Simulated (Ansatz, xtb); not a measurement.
Reaction R1 → P1 + P2, each structure at its B3LYP-D3(BJ)/def2-TZVP stationary point, reached from a drawn start (curvature not checked).
R1: CH6Si (SMILES C[SiH3]), charge 0, multiplicity 1.
P1: CH4Si (SMILES C[SiH]), charge 0, multiplicity 1.
P2: H2 (SMILES [H][H]), charge 0, multiplicity 1.

P less R. No zero-point or thermal terms.

Cores are frozen in the correlated methods. CBS: X⁻³ extrapolation of the correlation energy, Hartree–Fock from the larger set.

Programs: Ansatz (Gaussian orbitals); xtb for the GFN methods. All values are computed, each at the level named.

Problem. Estimate the reaction energy that CAM-B3LYP/def2-TZVPP returns for this input.

Solution. 2.70 eV

Problem. Estimate the reaction energy that GFN1-xTB returns for this input.

Solution. 3.79 eV

Problem. Estimate the reaction energy that CCSD(T)/CBS(cc-pV(T+d)Z, cc-pV(Q+d)Z) returns for this input.

Solution. 2.66 eV

Ansatz is a quantum-chemistry and plane-wave program.
